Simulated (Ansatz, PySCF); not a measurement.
GaH, SMILES [GaH] (connectivity only; charge and spin as stated), neutral, multiplicity 1.

The structure is a stationary point at PBE0-D3(BJ)/def2-TZVPD.

Vertical ionisation energy (IE) and electron affinity (EA) in eV. Rows of orbital energies are one-electron estimates. Where ΔSCF, EOM or ADC give a negative EA the extra electron is unbound and the value depends on the basis.

| level | IE | EA |
|---|---|---|
| −ε(HOMO), −ε(LUMO), ωB97X/def2-TZVPD (PySCF) | 8.14 | -0.14 |
| −ε(HOMO), −ε(LUMO), PBE0/def2-TZVPD (PySCF) | (withheld) | (withheld) |
| −ε(HOMO), −ε(LUMO), PBE/def2-TZVPD (PySCF) | 4.99 | 2.48 |
| ADC(2)/aug-cc-pVDZ (PySCF) | 8.09 | 0.02 |
| ΔSCF, CAM-B3LYP/def2-TZVPD (Ansatz), final states of multiplicity 2 and 2 | 8.48 | -0.12 |
| ΔSCF, PBE/def2-TZVPD (Ansatz), final states of multiplicity 2 and 2 | 8.37 | -0.10 |

### Question
Complete the blanks. (Estimate from the structure and the level; the computed values follow.)

### Answer

- −ε(HOMO), −ε(LUMO), PBE0/def2-TZVPD (PySCF), IE: 5.94
- −ε(HOMO), −ε(LUMO), PBE0/def2-TZVPD (PySCF), EA: 1.71

### Question
What vertical singlet–triplet gap does ΔSCF give with CAM-B3LYP/def2-TZVPD (Ansatz, a quantum-chemistry and plane-wave program) and with PBE/def2-TZVPD (Ansatz)? (The exact figures need the calculation; the answer reports its results.)

### Answer
2.18 and 2.07 eV (triplet above singlet where positive).

### Question
Beyond the first one, list the lowest photoelectron lines from ADC(2)/aug-cc-pVDZ (PySCF) with their pole strengths (two spins summed). (The exact figures need the calculation; the answer reports its results.)

### Answer
13.45 eV (1.82).
